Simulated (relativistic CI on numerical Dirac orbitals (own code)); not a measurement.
# Os²⁺: 5d valence photoemission

Computed with this model: Dirac-Coulomb-Breit CI, separate exchange-only KLI orbitals for each configuration, a model potential for QED, valence Slater integrals scaled by 0.7, multiplet model of photoemission in the sudden approximation; configurations [Xe] 4f14 5d6 → [Xe] 4f14 5d5; 300 K; Lorentzian 0.21 eV and Gaussian 0.5 eV FWHM. Energies are those of the free ion, without screening or charge transfer. The energies are binding energies and can lie tens of eV above those of solids. S is read from ⟨S²⟩ = S(S + 1).

Field parameters in Wybourne normalisation: Oh B⁴₀ = 21Dq, B⁴₄ = √(5/14) B⁴₀. The field is a parameter set, without covalency.

free ion: ground-state S = 1.86, centroid 27.74 eV. Peaks (eV, height): 25.9 (46), 28.1 (100).

Oh, 10Dq = 5500 cm⁻¹: ground-state S = 1.81, centroid 27.76 eV. Peaks (eV, height): 26.0 (65), 28.2 (100).

Oh, 10Dq = 15250 cm⁻¹: ground-state S = 0.45, centroid 27.87 eV. Peaks (eV, height): 27.1 (64), 28.1 (100).

Oh, 10Dq = 24950 cm⁻¹: ground-state S = 0.19, centroid 28.32 eV. Peaks (eV, height): 27.7 (55), 28.5 (100).

Oh, 10Dq = 34700 cm⁻¹: ground-state S = 0.10, centroid 28.80 eV. Peaks (eV, height): 28.2 (55), 29.0 (100).

Oh, 10Dq = 44400 cm⁻¹: ground-state S = 0.06, centroid 29.27 eV. Peaks (eV, height): 28.8 (55), 29.5 (100).

Strongest unbroadened transitions for Oh, 10Dq = 15250 cm⁻¹:

```tsv
Energy (eV)	Relative strength
27.05	63.2
27.58	24.8
27.91	5.2
28.09	100.0
28.51	2.9
28.79	2.7
29.10	1.8
29.14	1.2
29.34	1.0
29.48	0.2
29.90	1.3
30.11	0.9
30.26	0.9
30.51	1.6
30.55	0.5
30.78	0.5
30.97	1.4
31.15	0.3
```
